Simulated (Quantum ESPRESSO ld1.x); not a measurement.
Values are calculated unless marked as measured or tabulated.
Task: V, configuration [Ar] 3d4 4s1 (not the ground configuration). Level of theory: scalar-relativistic Kohn-Sham, BLYP, spin-unpolarised, spherical densities, point nucleus (ld1.x of Quantum ESPRESSO 7.5). Some entries of the table are withheld. Estimate them.

orbital,occ.,eigenvalue (eV),<1/r> (bohr^-1),r(max) (bohr)
1s,2,-5363.173,(1),0.043
2s,2,-598.514,4.798,0.255
2p,6,-499.296,4.702,(2)
3s,2,-66.335,1.479,0.819
3p,6,-40.359,1.340,0.846
4s,1,-3.825,(3),2.85
3d,4,-2.352,0.8716,0.916

Result: 
(1) 1s <1/r> (bohr^-1): 22.84
(2) 2p r(max) (bohr): 0.209
(3) 4s <1/r> (bohr^-1): 0.3650
